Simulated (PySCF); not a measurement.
# Gas-phase XPS of `C=NB(N)N`, computed

CH₆BN₃.
Z-matrix (Å and degrees, PBE0-D3(BJ)/def2-SVP geometry), rows numbered from 1:
```
C 
N   1  1.2575
B   2  1.4601  1  125.38
N   3  1.4182  2  118.53  1   -89.81
N   3  1.4184  2  118.56  1    91.14
H   1  1.1118  2  124.31  3    -0.10
H   1  1.1070  2  120.90  3   179.87
H   4  1.0093  3  123.50  2  -170.17
H   4  1.0090  3  121.29  2    -4.16
H   5  1.0092  3  121.19  2     4.93
H   5  1.0094  3  123.46  2   169.63
```

Computed, not measured: PySCF, delta-SCF UKS SCAN, pcX-2 on the ionised atom, pcseg-1 elsewhere, spin-free X2C. These are vertical core ionisation energies against the vacuum level, from separate self-consistent calculations with and without the core hole.

Task: Give the core binding energies atom by atom.

Result: 
```json
{"atom(s)": "N4/N5", "bonded to": "2 H and B", "level": "N 1s", "binding energy (eV)": "404.60", "above the level's lowest (eV)": "+0.49", "count": "2"}
{"atom(s)": "N2", "bonded to": "C (double bond) and B", "level": "N 1s", "binding energy (eV)": "404.11", "above the level's lowest (eV)": "0.00", "count": "1"}
{"atom(s)": "C1", "bonded to": "N (double bond) and 2 H", "level": "C 1s", "binding energy (eV)": "291.74", "above the level's lowest (eV)": "0.00", "count": "1"}
{"atom(s)": "B3", "bonded to": "3 N", "level": "B 1s", "binding energy (eV)": "195.86", "above the level's lowest (eV)": "0.00", "count": "1"}
```

The listed N 1s values span 0.49 eV, from N2 (bonded to C (double bond) and B) to N4/N5 (bonded to 2 H and B). Summing the Pauling electronegativity differences to the bonded atoms, each weighted by its formal bond order, gives -1.98 for the lowest site and -2.68 for the highest; the largest sum, -1.98, belongs to N2, 0.49 eV below the top. The smallest sum, -2.68, belongs to N4/N5, 0.49 eV above the lowest.

Task: Which photon energy gives electrons from B 1s of B3 a kinetic energy of 20 eV, and what is their de Broglie wavelength?

Result: hν = 195.86 + 20 = 215.86 eV, recoil neglected; λ = 12.264 Å/√(E/eV) = 2.74 Å.

Task: Express the binding energy of B 1s of B3 in atomic units and per mole.

Result: 195.86 eV = 7.1977 Eh = 18898 kJ/mol.

Atoms equivalent by their bonding share one computed value, that of the first of them. Isolated species at its PBE0-D3(BJ)/def2-SVP geometry (one conformer only).
